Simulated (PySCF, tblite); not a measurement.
C5H5ClO.
Numbering: `[O:1]=[C:2]1[CH2:3][CH:4]=[C:5]1[CH2:6][Cl:7]` (hydrogens: H8, H9 on C3; H10 on C4; H11, H12 on C6)

Computed with GFN2-xTB (tblite), gas phase: Langevin dynamics at 400 K from the optimised GFN2-xTB geometry, time step 0.5 fs, friction 0.01 fs⁻¹, 2000 steps. Over the second half of the run the saved frames average 405 K.

Frame at 250 fs, instantaneous temperature 317 K:
```
atom  x, y, z in Å
O1     -1.268    2.040   -0.859
C2     -1.183    1.096   -0.113
C3     -2.123    0.416    0.937
C4     -0.983   -0.449    1.207
C5     -0.161    0.161    0.264
C6      1.269    0.037   -0.163
Cl7     2.183   -1.231    0.653
H8     -2.457    1.170    1.710
H9     -3.083    0.026    0.640
H10    -0.764   -1.270    1.929
H11     1.751    0.947    0.112
H12     1.466   -0.112   -1.305
```

Frame at 425 fs, instantaneous temperature 519 K:
```
atom  x, y, z in Å
O1     -1.407    2.084    0.293
C2     -1.357    0.905    0.546
C3     -2.284   -0.105    1.349
C4     -1.056   -0.959    1.063
C5     -0.308   -0.061    0.373
C6      1.053    0.066   -0.201
Cl7     1.935   -1.415    0.064
H8     -2.309    0.107    2.394
H9     -3.234   -0.097    0.764
H10    -0.811   -1.956    1.299
H11     1.548    0.949    0.205
H12     1.047    0.159   -1.282
```

Frame at 625 fs, instantaneous temperature 400 K:
```
atom  x, y, z in Å
O1     -1.447    1.870    1.293
C2     -1.405    0.710    1.124
C3     -2.366   -0.478    1.141
C4     -1.244   -1.333    0.557
C5     -0.361   -0.348    0.418
C6      1.060   -0.258    0.165
Cl7     1.962   -1.778   -0.339
H8     -2.690   -0.867    2.120
H9     -3.314   -0.315    0.635
H10    -1.351   -2.361    0.305
H11     1.644    0.091    1.072
H12     1.085    0.537   -0.599
```

Frame at 800 fs, instantaneous temperature 468 K:
```
atom  x, y, z in Å
O1     -1.495    1.900    1.310
C2     -1.421    0.771    0.968
C3     -2.361   -0.450    0.892
C4     -1.106   -1.153    0.286
C5     -0.375   -0.030    0.323
C6      1.069    0.121    0.061
Cl7     1.593   -1.181   -1.133
H8     -2.660   -0.800    1.868
H9     -3.166   -0.269    0.198
H10    -0.995   -2.167   -0.009
H11     1.612   -0.022    1.020
H12     1.410    1.046   -0.440
```

Frame at 1000 fs, instantaneous temperature 423 K:
```
atom  x, y, z in Å
O1     -1.591    1.356    1.877
C2     -1.550    0.339    1.218
C3     -2.488   -0.820    0.949
C4     -1.256   -1.338    0.238
C5     -0.443   -0.267    0.455
C6      0.993    0.021    0.431
Cl7     1.868   -1.218   -0.482
H8     -2.721   -1.384    1.822
H9     -3.421   -0.484    0.412
H10    -1.024   -2.241   -0.233
H11     1.360   -0.002    1.445
H12     1.240    1.024   -0.076
```

**Question.** What do single points at PBE0/pcSseg-1 (PySCF, gas phase) give on these frames?

**Answer.** 
| t (fs) | GFN2-xTB E above start (eV) | DFT E above lowest frame (eV) | HOMO (eV) | LUMO (eV) | dipole (D) |
| --- | --- | --- | --- | --- | --- |
| 250 | 0.43 | 0.11 | -7.54 | -1.99 | 1.97 |
| 425 | 0.53 | 0.22 | -7.34 | -1.66 | 1.67 |
| 625 | 0.64 | 0.36 | -7.63 | -1.46 | 1.77 |
| 800 | 0.25 | 0.00 | -7.52 | -1.76 | 1.86 |
| 1000 | 0.35 | 0.03 | -7.47 | -1.64 | 1.84 |

Both levels order the frames alike by energy; measured from each level's lowest frame they differ by 0.07 eV at most. The HOMO–LUMO gap runs from 5.55 to 6.17 eV. These are instantaneous structures, not minima.

**Question.** And the isotropic GIAO shieldings (ppm) from the same runs?

**Answer.** 
```json
{"atom": "O1", "250 fs": "-267.4", "425 fs": "-274.0", "625 fs": "-242.8", "800 fs": "-254.3", "1000 fs": "-287.1", "mean": "-265.1", "range": "44.3"}
{"atom": "C2", "250 fs": "-3.0", "425 fs": "-6.7", "625 fs": "-2.6", "800 fs": "2.3", "1000 fs": "-8.5", "mean": "-3.7", "range": "10.8"}
{"atom": "C3", "250 fs": "140.0", "425 fs": "141.7", "625 fs": "128.3", "800 fs": "134.5", "1000 fs": "143.3", "mean": "137.6", "range": "15.0"}
{"atom": "C4", "250 fs": "8.4", "425 fs": "14.1", "625 fs": "38.0", "800 fs": "16.9", "1000 fs": "15.9", "mean": "18.7", "range": "29.6"}
{"atom": "C5", "250 fs": "24.7", "425 fs": "26.1", "625 fs": "16.9", "800 fs": "30.2", "1000 fs": "21.4", "mean": "23.9", "range": "13.3"}
{"atom": "C6", "250 fs": "142.1", "425 fs": "148.8", "625 fs": "133.3", "800 fs": "134.3", "1000 fs": "141.5", "mean": "140.0", "range": "15.5"}
{"atom": "Cl7", "250 fs": "900.3", "425 fs": "919.1", "625 fs": "836.8", "800 fs": "823.8", "1000 fs": "900.9", "mean": "876.2", "range": "95.3"}
{"atom": "H8", "250 fs": "27.8", "425 fs": "28.9", "625 fs": "27.8", "800 fs": "28.7", "1000 fs": "29.1", "mean": "28.5", "range": "1.3"}
{"atom": "H9", "250 fs": "28.6", "425 fs": "27.9", "625 fs": "28.2", "800 fs": "28.5", "1000 fs": "27.8", "mean": "28.2", "range": "0.8"}
{"atom": "H10", "250 fs": "22.3", "425 fs": "23.5", "625 fs": "24.1", "800 fs": "22.9", "1000 fs": "23.6", "mean": "23.3", "range": "1.8"}
{"atom": "H11", "250 fs": "28.0", "425 fs": "27.6", "625 fs": "26.3", "800 fs": "27.2", "1000 fs": "27.6", "mean": "27.3", "range": "1.7"}
{"atom": "H12", "250 fs": "25.8", "425 fs": "27.4", "625 fs": "27.1", "800 fs": "26.8", "1000 fs": "25.9", "mean": "26.6", "range": "1.6"}
```

The cost below is that of the whole dynamics run. The run took 7.4 s wall on AMD EPYC 9R45, one thread, no GPU, shared host, and the process peaked at 0.18 GiB of memory.
